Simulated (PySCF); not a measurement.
NS, doublet (typed; the unrestricted solution is spin-contaminated), geometry from GFN2-xTB, with bond 2-1 at 1.5 times its length; PySCF with HF/def2-SV(P).

Input for PySCF:
```python
from pyscf import gto, scf

mol = gto.M(
    atom='''
N    -0.000000   -0.000000   -1.018028
S     0.000000    0.000000    1.177095
''',
    basis='def2-sv(p)',
    charge=0,
    spin=1,
    verbose=5,
)

mf = scf.UHF(mol)
mf.kernel()
mo_i, mo_e, stable_i, stable_e = mf.stability(internal=True, external=True, return_status=True, nroots=6, tol=1e-6)
print('internally stable:', stable_i, ' externally stable:', stable_e)
if not stable_i:
    umf = mf.copy()
    umf.scf_summary = {}
    umf.kernel(umf.make_rdm1(mo_i, mf.mo_occ))
mf.analyze()
```

### Question
Write the output that PySCF gives for this input, abridged.

### Answer

```
PySCF version 2.14.0

[INPUT] verbose = 5
[INPUT] max_memory = 4000
[INPUT] num. atoms = 2
[INPUT] num. electrons = 23
[INPUT] charge = 0
[INPUT] spin (= nelec alpha-beta = 2S) = 1
[INPUT] symmetry False subgroup None
[INPUT] Mole.unit = angstrom
[INPUT] Symbol           X                Y                Z      unit          X                Y                Z       unit  Magmom
[...]
[INPUT] ---------------- BASIS SET ----------------
[INPUT] l, kappa, [nprim/nctr], expnt,             c_1 c_2 ...
[INPUT] S
[...]
                                1381.5105503      -0.016683029937
                                313.8714758       -0.075262436116
                                88.053870623      -0.19376827038
                                27.039914905      -0.17718020803
[...]
                                4.9664522326      0.65066293018
                                2.0116242047      0.59712155354
[...]
                                61.306894736      -0.066547669241
                                19.103729887      -0.24828595903
                                6.6567720378      -0.48703847402
                                2.3959635161      -0.39337850312
[...]
[INPUT] N
[...]
                                257.64812677      -0.040221581118
                                58.458245853      -0.1793114499
                                16.198367905      -0.46376317823
                                5.0052600809      -0.44171422662
[...]
                                2.9257372874      -0.21807045028
                                0.79927750754     -0.51294466049
[...]
nuclear repulsion = 26.999784350599
number of shells = 14
number of NR pGTOs = 60
number of NR cGTOs = 32
basis = def2-sv(p)
ecp = {}

******** <class 'pyscf.scf.uhf.UHF'> ********
method = UHF
initial guess = minao
damping factor = 0
level_shift factor = 0
DIIS = <class 'pyscf.scf.diis.CDIIS'>
diis_start_cycle = 1
diis_space = 8
diis_damp = 0
SCF conv_tol = 1e-09
SCF conv_tol_grad = None
SCF max_cycles = 50
direct_scf = True
direct_scf_tol = 1e-13
number electrons alpha = 12  beta = 11
Set gradient conv threshold to 3.16228e-05
E1 = -677.3752771694086  E2 = 199.48032026833772  Ecoul = 230.33933173505818  Exc = -30.85901146672046
init E= -450.895172550472
cond(S) = 41.000781271429425

  alpha mo_energy =
[-9.19492934e+01 -1.55407198e+01 -8.99363737e+00 -6.67669915e+00
 -6.67647954e+00 -6.67647954e+00 -1.01001598e+00 -8.20352064e-01
 -3.42007825e-01 -3.00821608e-01 -3.00821608e-01 -1.53301409e-01
 -1.53301409e-01 -3.12757913e-02  5.17905035e-01  7.94122686e-01
  8.45612410e-01  8.52455460e-01  8.52455460e-01  8.94706367e-01
  8.94706367e-01  9.11003099e-01  9.11003099e-01  1.06988651e+00
  1.06988651e+00  1.08604994e+00  1.30239094e+00  2.48044949e+00
  2.48044949e+00  2.48884501e+00  2.48884501e+00  2.61365283e+00]
  beta  mo_energy =
[-9.19492934e+01 -1.55407198e+01 -8.99363737e+00 -6.67669915e+00
 -6.67647954e+00 -6.67647954e+00 -1.01001598e+00 -8.20352064e-01
 -3.42007825e-01 -3.00821608e-01 -3.00821608e-01 -1.53301409e-01
 -1.53301409e-01 -3.12757913e-02  5.17905035e-01  7.94122686e-01
  8.45612410e-01  8.52455460e-01  8.52455460e-01  8.94706367e-01
  8.94706367e-01  9.11003099e-01  9.11003099e-01  1.06988651e+00
  1.06988651e+00  1.08604994e+00  1.30239094e+00  2.48044949e+00
  2.48044949e+00  2.48884501e+00  2.48884501e+00  2.61365283e+00]
multiplicity <S^2> = 0.75  2S+1 = 2
E1 = -676.8739204275389  E2 = 198.62360897533026  Ecoul = 229.71747062029195  Exc = -31.09386164496169
cycle= 1 E= -451.25052710161  delta_E= -0.355  |g|= 0.596  |ddm|= 1.11
  alpha mo_energy =
[-9.16876292e+01 -1.64974264e+01 -8.74581574e+00 -6.43090202e+00
 -6.42934980e+00 -6.42769272e+00 -1.43104782e+00 -9.44752768e-01
 -8.12156311e-01 -5.78219918e-01 -4.82687703e-01 -2.58362532e-01
 -1.71117725e-01 -2.60375065e-02  4.68590156e-01  5.88117006e-01
  6.26620555e-01  6.51697042e-01  7.89385341e-01  1.04700356e+00
[...]
SCF not converged.
<class 'pyscf.scf.uhf.UHF'> wavefunction has an internal instability
<class 'pyscf.scf.uhf.UHF'> wavefunction has an real -> complex instability
<class 'pyscf.scf.uhf.UHF'> wavefunction has an UHF/UKS -> GHF/GKS instability
internally stable: False  externally stable: False
converged SCF energy = -451.618306916997  <S^2> = 2.3555183  2S+1 = 3.2283236
Total Energy =                        -451.542562315877433
[...]
1 S 4s          -0.00000  -0.19192  -0.00000  -0.01655   0.00000
1 S 2px          0.00006  -0.00000   0.00006  -0.00000  -0.00000
1 S 2py          0.00008   0.00000  -0.00004   0.00000  -0.00000
1 S 2pz         -0.00000  -0.00107  -0.00000  -0.00003   0.00000
1 S 3px          0.00800  -0.00000  -0.00700   0.00000   0.00000
1 S 3py          0.01070   0.00000   0.00524  -0.00000   0.00000
1 S 3pz         -0.00000  -0.04317   0.00000   0.00360  -0.00000
1 S 4px         -0.20072   0.00000  -0.03766   0.00000   0.00000
1 S 4py         -0.26832  -0.00000   0.02817  -0.00000   0.00000
1 S 4pz          0.00000   0.28003   0.00000   0.01900  -0.00000
1 S 3dxy         0.00000   0.00379  -0.00000  -0.00669  -0.00202
1 S 3dyz         0.35491  -0.00000  -0.03420   0.00000  -0.00000
1 S 3dz^2       -0.00000  -0.54192  -0.00000  -0.04922   0.00000
1 S 3dxz         0.26549   0.00000   0.04571  -0.00000  -0.00000
1 S 3dx2-y2      0.00000  -0.00111   0.00000   0.00197  -0.00687
               #31       #32
0 N 1s           0.00000   0.00017
0 N 2s          -0.00000  -0.01009
0 N 3s          -0.00000   0.10317
0 N 2px          0.00284   0.00000
0 N 2py          0.00379  -0.00000
0 N 2pz          0.00000   0.00889
0 N 3px          0.01005   0.00000
0 N 3py          0.01343  -0.00000
0 N 3pz         -0.00000   0.12962
0 N 3dxy         0.00000  -0.22428
0 N 3dyz         0.79864  -0.00000
0 N 3dz^2       -0.00000   0.93798
0 N 3dxz         0.59744   0.00000
0 N 3dx2-y2      0.00000   0.06602
1 S 1s          -0.00000  -0.00004
1 S 2s          -0.00000   0.00023
1 S 3s          -0.00000  -0.00373
1 S 4s           0.00000  -0.05786
1 S 2px          0.00004  -0.00000
1 S 2py          0.00005   0.00000
1 S 2pz         -0.00000  -0.00001
1 S 3px         -0.00365   0.00000
1 S 3py         -0.00489  -0.00000
1 S 3pz          0.00000   0.01209
1 S 4px         -0.02707  -0.00000
1 S 4py         -0.03619   0.00000
1 S 4pz         -0.00000   0.06388
1 S 3dxy        -0.00000   0.00146
1 S 3dyz         0.04286  -0.00000
1 S 3dz^2        0.00000  -0.17412
1 S 3dxz         0.03206   0.00000
1 S 3dx2-y2     -0.00000  -0.00043

To work with the spin densities directly, `use mulliken_meta_spin()` only printing them here.

 ** Mulliken spin pop alpha/beta on meta-lowdin orthogonal AOs **
 ** Mulliken Spin Density (per AO)  **
spin_pop of  0 N 1s       -0.00001
spin_pop of  0 N 2s        0.01515
spin_pop of  0 N 3s        0.00038
spin_pop of  0 N 2px       0.28402
spin_pop of  0 N 2py       0.58622
spin_pop of  0 N 2pz       0.27441
spin_pop of  0 N 3px      -0.00205
spin_pop of  0 N 3py      -0.00141
spin_pop of  0 N 3pz      -0.00270
spin_pop of  0 N 3dxy      0.00009
spin_pop of  0 N 3dyz      0.00002
spin_pop of  0 N 3dz^2    -0.00013
spin_pop of  0 N 3dxz      0.00000
spin_pop of  0 N 3dx2-y2    0.00001
spin_pop of  1 S 1s        0.00000
spin_pop of  1 S 2s        0.00000
spin_pop of  1 S 3s        0.01709
spin_pop of  1 S 4s        0.00023
spin_pop of  1 S 2px       0.00000
spin_pop of  1 S 2py       0.00000
spin_pop of  1 S 2pz      -0.00002
spin_pop of  1 S 3px       0.07750
spin_pop of  1 S 3py       0.05679
spin_pop of  1 S 3pz      -0.30360
spin_pop of  1 S 4px      -0.00047
spin_pop of  1 S 4py      -0.00034
spin_pop of  1 S 4pz       0.00018
spin_pop of  1 S 3dxy     -0.00001
spin_pop of  1 S 3dyz     -0.00009
spin_pop of  1 S 3dz^2    -0.00107
spin_pop of  1 S 3dxz     -0.00019
spin_pop of  1 S 3dx2-y2   -0.00000
 ** Mulliken Spin Density (per atom)  **
spin density of  0 N =      1.15400
spin density of  1 S =     -0.15400
 ** Mulliken pop alpha/beta on meta-lowdin orthogonal AOs **
 ** Mulliken pop       alpha | beta **
[...]
In total            12.00000 | 11.00000
 ** Mulliken atomic charges   ( Nelec_alpha | Nelec_beta ) **
charge of  0N =      0.15851  (     3.99774      2.84375 )
charge of  1S =     -0.15851  (     8.00226      8.15625 )
Dipole moment(X, Y, Z, Debye): -0.00000,  0.00000, -1.04778
```

Convergence was not reached.
